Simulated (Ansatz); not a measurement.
One geometry of C$_{5}$H$_{12}$N$_{2}$Zn, SMILES `CC1=[N+](C)[Zn-]([CH3])[N]1C`, several functionals.

```yaml
crystal:
  periodic: [false, false, false]
  atoms:
    - {symbol: C, position_ang: [0.136909, -2.141803, -0.795465]}
    - {symbol: C, position_ang: [0.049825, -0.747931, -0.262870]}
    - {symbol: N, position_ang: [-0.036954, 0.309338, -1.054542]}
    - {symbol: C, position_ang: [-0.052101, 0.198258, -2.483323]}
    - {symbol: Zn, position_ang: [-0.095839, 1.548607, 0.557571]}
    - {symbol: C, position_ang: [-0.216024, 3.377270, 1.227059]}
    - {symbol: N, position_ang: [0.050203, -0.433938, 1.020995]}
    - {symbol: C, position_ang: [0.132575, -1.406819, 2.071835]}
    - {symbol: H, position_ang: [1.006793, -2.237834, -1.450146]}
    - {symbol: H, position_ang: [-0.744176, -2.365128, -1.402539]}
    - {symbol: H, position_ang: [0.211955, -2.881745, -0.001389]}
    - {symbol: H, position_ang: [-0.135461, 1.194565, -2.918940]}
    - {symbol: H, position_ang: [0.863702, -0.255299, -2.888466]}
    - {symbol: H, position_ang: [-0.901093, -0.390245, -2.859166]}
    - {symbol: H, position_ang: [0.422070, 3.519126, 2.102641]}
    - {symbol: H, position_ang: [0.084650, 4.101351, 0.466450]}
    - {symbol: H, position_ang: [-1.242035, 3.611027, 1.523679]}
    - {symbol: H, position_ang: [0.111835, -0.891145, 3.032725]}
    - {symbol: H, position_ang: [-0.707755, -2.114264, 2.070261]}
    - {symbol: H, position_ang: [1.060933, -1.993373, 2.043658]}
basis:
  gaussian: {orbitals: def2-TZVPP}
hamiltonian: {xc: {name: BLYP}, dispersion: d4}
output: {orbitals: {seedname: orbitals}}
```

```sh
$ ansatz run in.yaml --threads 4 --pin off --events-out ev --progress --plain --max-ram 66560MiB --backend cuda --devices 0, --max-vram 37GiB
```

It prints (some lines left out):

```
Functional definition: BLYP
2417 factors; their error is unknown
mean field evaluation 1: about -56744.7406 eV, gradient 1.4e2 eV
mean field evaluation 2: about -56620.2556 eV, gradient 2.7e2 eV
mean field evaluation 4: about -56780.9257 eV, gradient 2.8e1 eV
mean field evaluation 8: about -56782.6455 eV, gradient 6.3e-1 eV
mean field evaluation 16: about -56782.5900 eV, gradient 8.2e-3 eV
mean field -56782.58998445 eV, -2086.7216933065 hartree, gradient 3.5e-5 eV, S^2 0.000000; 0 other end points of the search recorded, 0 dependent functions left out
reference -56782.59051318 eV, -2086.7217127373 hartree; 43, 43 occupied and 406, 406 virtual orbitals, 2417 factors
Total energy: -56783.62060946 eV, -2086.7595680772 hartree
```

Run time 9 s (4 threads of an AMD EPYC 7R13 on a shared host and a share of an NVIDIA H100 80 GB); peak host memory 0.94 GiB.

The same input with `hamiltonian: {xc: {name: r2SCANh}, dispersion: d4}` (abridged; 11 s):

```
Functional definition: r2SCANh
mean field evaluation 16: about -56778.2109 eV, gradient 1.6e-3 eV
mean field -56778.21090194 eV, -2086.5607649929 hartree, gradient 4.7e-5 eV, S^2 0.000000
Total energy: -56778.34855991 eV, -2086.5658238298 hartree
```

The same input with `hamiltonian: {xc: lda}` (abridged; 9 s):

```
Functional definition: SPW92
mean field evaluation 16: about -56630.9760 eV, gradient 9.7e-3 eV
mean field -56630.97597394 eV, -2081.1499811883 hartree, gradient 2.9e-5 eV, S^2 0.000000
Total energy: -56630.97603293 eV, -2081.1499833560 hartree
```

Changing it to `hamiltonian: {xc: {name: B2PLYP}}` (abridged; 7 s):

```
Functional definition: B2PLYP
mean field evaluation 16: about -56753.4290 eV, gradient 4.8e-4 eV
mean field -56753.42900609 eV, -2085.6500471181 hartree, gradient 8.9e-6 eV, S^2 0.000000
16 core orbitals not correlated: weight in the atoms' cores, before any rotation towards them, 1.000 or more for the frozen orbitals, at most 0.000 for the correlated occupied ones
second order -58.62280828 eV of doubles, -0.00000000 eV of singles
Total energy: -56769.25741064 eV, -2086.2317302563 hartree
```

With the line `hamiltonian: {xc: {name: wB97M-V}}` and forces (abridged; 7 s):

```
Functional definition: wB97M-V
mean field evaluation 16: about -56777.6406 eV, gradient 3.6e-4 eV
mean field -56777.64059760 eV, -2086.5398066949 hartree, gradient 6.0e-5 eV, S^2 0.000000
Total energy: -56777.64066732 eV, -2086.5398092569 hartree
Atom 0 force     0.013685    -0.218547    -0.091731 eV/Å
Atom 1 force     0.000174     0.023457     0.008247 eV/Å
Atom 2 force    -0.003827     0.106299     0.224402 eV/Å
Atom 3 force    -0.001481    -0.066609    -0.380445 eV/Å
Atom 4 force    -0.001132     0.028918     0.009919 eV/Å
Atom 5 force    -0.000653     0.038508     0.014198 eV/Å
Atom 6 force    -0.018436     0.223702    -0.109516 eV/Å
Atom 7 force     0.023475    -0.281975     0.269527 eV/Å
Atom 8 force    -0.062659     0.017322     0.051759 eV/Å
Atom 9 force     0.061879     0.026954     0.048201 eV/Å
Atom 10 force    -0.005801     0.056307    -0.061780 eV/Å
Atom 11 force     0.006907    -0.083563     0.030192 eV/Å
Atom 12 force    -0.074579     0.038406     0.039452 eV/Å
Atom 13 force     0.068478     0.049182     0.036270 eV/Å
Atom 14 force    -0.055494     0.010491    -0.065123 eV/Å
Atom 15 force    -0.027157    -0.038739     0.072070 eV/Å
Atom 16 force     0.082323     0.002791    -0.016198 eV/Å
Atom 17 force     0.002109    -0.045880    -0.075380 eV/Å
Atom 18 force     0.069419     0.061228    -0.002851 eV/Å
Atom 19 force    -0.077231     0.051747    -0.001213 eV/Å
Dipole moment:     0.031803    -0.537938    -0.195842 e Å
```

With the line `hamiltonian: {xc: pbe, dispersion: d4}` and forces (abridged; 9 s):

```
Functional definition: PBE
mean field evaluation 16: about -56766.0140 eV, gradient 1.1e-2 eV
mean field -56766.01403408 eV, -2086.1125383661 hartree, gradient 3.5e-5 eV, S^2 0.000000
Total energy: -56766.48884357 eV, -2086.1299872929 hartree
Atom 0 force     0.000606     0.002795     0.006286 eV/Å
Atom 1 force     0.030683    -0.459419    -0.160394 eV/Å
Atom 2 force    -0.034534     0.439316    -0.223923 eV/Å
Atom 3 force    -0.006198     0.063849    -0.052569 eV/Å
Atom 4 force    -0.015980     0.227448     0.082349 eV/Å
Atom 5 force     0.018199    -0.138977    -0.055145 eV/Å
Atom 6 force    -0.006163     0.198097     0.462346 eV/Å
Atom 7 force    -0.000367     0.014244     0.073067 eV/Å
Atom 8 force     0.167551    -0.047251    -0.140563 eV/Å
Atom 9 force    -0.166413    -0.071521    -0.131691 eV/Å
Atom 10 force     0.015816    -0.166412     0.148266 eV/Å
Atom 11 force    -0.016718     0.200800    -0.105331 eV/Å
Atom 12 force     0.190074    -0.101404    -0.098599 eV/Å
Atom 13 force    -0.175797    -0.129010    -0.093022 eV/Å
Atom 14 force     0.119634     0.014632     0.163028 eV/Å
Atom 15 force     0.056049     0.126430    -0.149060 eV/Å
Atom 16 force    -0.194266     0.031036     0.052329 eV/Å
Atom 17 force    -0.002910     0.092717     0.208888 eV/Å
Atom 18 force    -0.173378    -0.161406     0.010010 eV/Å
Atom 19 force     0.194112    -0.135964     0.003729 eV/Å
Dipole moment:     0.027947    -0.479047    -0.175766 e Å
```
